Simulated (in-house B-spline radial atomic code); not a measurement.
How numerical settings move a run on O II (O+), [He] 2s2 2p3. Computed with an all-electron radial atomic-structure program (B-spline basis): non-relativistic M06-2X, spherical fractional occupations, point nucleus.

Command:
```bash
python run_scf.py task.json out
```
Settings of the sound reference run:
```
Z                8
electrons        7
configuration    [He] 2s2 2p3
hamiltonian      nr
method           m062x
spin_polarised   False
knot_spacing     0.22
spline_order     8
gauss_points     12
box_radius       35.29
max_iterations   70
damping          0.5
damped_steps     3
diis_vectors     10
tolerance        1e-08
start            Thomas-Fermi
```

Cost of the run: 0.28 s on 1 thread of Arm Neoverse N1, on a shared host.

It converges in 9 iterations to -74.167341 hartree, with 2p at -24.7795 eV. The other runs change the listed settings, some to values that make no sense; their results aren't properties of the atom or ion. Radii are in bohr (the nuclear one in fm), a minus after a letter asks for a j subshell, and «unchanged» means within 1e-8 hartree. The run stops when the residual is below 10 × tolerance × max(1, Z/10), or a noise floor if that is larger, and the energy moves by less than 1e-8 × √|E| hartree; so very loose and very tight tolerances often act alike.

```tsv
changed settings	outcome
knot_spacing = 0.4	converged in 8 iterations, energy +1.72e-03 hartree from the reference, 2p level +2.2e-03 eV
knot_spacing = 0.4, first_knot = 0.0375, max_iterations = 75, damping = 0.95, tolerance = 0.0001	converged in 8 iterations, energy +1.70e-03 hartree from the reference, 2p level +1.7e-03 eV
knot_spacing = 0.1	converged in 9 iterations, energy -1.61e-04 hartree from the reference, 2p level +1.2e-03 eV
knot_spacing = 0.3	converged in 8 iterations, energy +8.55e-04 hartree from the reference, 2p level -7.8e-03 eV
spline_order = 4	converged in 8 iterations, energy +6.25e-04 hartree from the reference, 2p level +2.8e-03 eV
diis_vectors = 20	converged in 9 iterations, energy unchanged
first_knot = 0.000125, max_iterations = 12, tolerance = 1e-10	converged in 7 iterations, energy +1.25e-04 hartree from the reference, 2p level -1.8e-02 eV
knot_spacing = 0.15	converged in 9 iterations, energy -1.28e-04 hartree from the reference, 2p level +1.8e-03 eV
diis_vectors = 1	converged in 18 iterations, energy unchanged, 2p level -3.9e-06 eV
hamiltonian = dirac, method = hf, nucleus = fermi, rms_radius = 2.6991, mass_number = 16, atomic_mass = 15.99491, speed_of_light = 6.002177	stopped with error: Z/c is past the critical charge
knot_spacing = 0.55	converged in 8 iterations, energy +2.53e-03 hartree from the reference, 2p level +5.2e-03 eV
spline_order = 7	converged in 8 iterations, energy +3.14e-04 hartree from the reference, 2p level -1.9e-02 eV
knot_spacing = 0.75	converged in 8 iterations, energy +2.78e-02 hartree from the reference, 2p level +1.9e-03 eV
spline_order = 6	converged in 9 iterations, energy +3.15e-04 hartree from the reference, 2p level +1.5e-02 eV
spline_order = 10	converged in 8 iterations, energy +2.39e-04 hartree from the reference, 2p level -1.7e-02 eV
knot_spacing = 1	converged in 8 iterations, energy +9.75e-02 hartree from the reference, 2p level -7.2e-02 eV
```

Task: What happens with max_iterations = 12, tolerance = 0.001?

Result: Converged in 7 iterations, energy unchanged, 2p level -5.0e-05 eV.

Task: What happens with spline_order = 3?

Result: Converged in 8 iterations, energy +1.18e-03 hartree from the reference, 2p level -2.0e-03 eV.

Task: What happens with diis_vectors = 0?

Result: Converged in 17 iterations, energy unchanged, 2p level -1.3e-06 eV.

Task: What happens with spline_order = 5, max_iterations = 12, diis_vectors = 2, start = bare nucleus?

Result: Converged in 9 iterations, energy +6.86e-06 hartree from the reference, 2p level -1.6e-02 eV.
